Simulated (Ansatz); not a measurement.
Basis sets compared for GeMe(OiPr)3 (C10H24GeO3). The state is a singlet with charge 0. Geometry r2SCAN-D4/def2-SVP. Ansatz on 2 threads of AMD EPYC 7R13 on a shared host and a share (18 GiB) of an NVIDIA H100 80GB HBM3; times are rough, and most runs start from earlier orbitals.

```xyz
38

Ge   -1.0020   -0.3737   -0.3203
C    -2.8538   -0.8900   -0.1800
H    -3.4805   -0.0229    0.0726
H    -2.9748   -1.6656    0.5896
H    -3.1780   -1.2983   -1.1477
O    -0.0749   -1.8725   -0.4940
C     1.2850   -1.8572   -0.9482
C     1.5556   -3.2089   -1.5853
C     2.2258   -1.5563    0.2104
H     1.3961   -1.0671   -1.7176
H     1.4178   -4.0100   -0.8412
H     2.5850   -3.2630   -1.9731
H     0.8567   -3.3874   -2.4158
H     1.9865   -0.5810    0.6619
H     2.1245   -2.3286    0.9907
H     3.2744   -1.5365   -0.1280
O    -0.4459    0.6159    1.0603
C    -0.9234    0.3704    2.3839
C    -0.5848    1.5975    3.2124
C    -0.3162   -0.9046    2.9556
H    -2.0292    0.2562    2.3620
H     0.5075    1.7394    3.2392
H    -0.9511    1.4921    4.2455
H    -1.0361    2.4968    2.7674
H    -0.5337   -1.7731    2.3130
H     0.7792   -0.8056    3.0209
H    -0.7093   -1.1113    3.9640
O    -0.6267    0.6219   -1.7335
C    -0.2872    2.0128   -1.6533
C    -0.6790    2.6364   -2.9820
C     1.1933    2.1744   -1.3405
H    -0.8689    2.4895   -0.8387
H    -0.1197    2.1552   -3.8005
H    -0.4588    3.7155   -2.9921
H    -1.7535    2.4937   -3.1729
H     1.4254    1.7274   -0.3621
H     1.8006    1.6788   -2.1159
H     1.4743    3.2397   -1.3065
```

The 6-31G sets use Cartesian d functions. Single mean-field runs in def2-TZVP are fitted with def2-universal-jkfit.

Binding counts from free atoms (Ge triplet, C triplet, H doublet, O triplet) in the same basis, without a counterpoise term.

```tsv
level	functions	energy (Eh)	HOMO (eV)	LUMO (eV)	binding per atom (eV)	wall time
HF/6-31G	194	-2692.1162	-11.32	4.61	2.90	2 s
PBE-D4/def2-SVP	334	-2696.4749	-5.92	0.07	4.23	2.3 s
PBE0-D4/def2-SVP	334	-2696.6111	-7.53	1.03	4.17	2.3 s
```

Estimate the rows for HF/def2-TZVP, PBE-D4/def2-TZVP (with forces), PBE0-D4/def2-TZVP (with forces).


```csv
level,functions,energy (Eh),HOMO (eV),LUMO (eV),binding per atom (eV),wall time
HF/def2-TZVP,595,-2692.9385,-11.38,3.26,3.04,2.4 s
PBE-D4/def2-TZVP (with forces),595,-2697.4373,-6.05,-0.31,4.19,3.8 s
PBE0-D4/def2-TZVP (with forces),595,-2697.5611,-7.60,0.57,4.13,4.4 s
```
